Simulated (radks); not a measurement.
Results of a calculation; reference values are marked as such.
Q: These are the eigenvalues of the occupied orbitals of an atom or ion with whole-number occupations (eV). Level of theory: Dirac Kohn-Sham, PBE, spin-unpolarised, spherical densities, finite nucleus; Fermi nuclear charge, rms radius of each element as measured or else 0.836 A^(1/3) + 0.57 fm (a radial shooting solver on a logarithmic mesh with Libxc functionals).

1s1/2: -18846.22
2s1/2: -2676.416
2p1/2: -2460.033
2p3/2: -2364.261
3s1/2: -485.5728
3p1/2: -404.1167
3p3/2: -388.5883
3d3/2: -244.8321
3d5/2: -241.9386
4s1/2: -103.3784
4p1/2: -80.2617
4p3/2: -77.9862
4d3/2: -43.5494

Which element is it, and in what charge state? The configuration may be excited. Open shells, if any, fill j = l - 1/2 first.

A: Z = 41, niobium, charge +4: Nb4+ in [Kr] 4d1. The list shows which subshells hold electrons but not how many an open one holds; the 1s level, -692.59 hartree, gives Z - s = 37.2 by -(Z - s)^2/2, which with screening and relativity narrows Z to a few neighbours, and the depths of the outer levels then fix element, charge and occupations together.
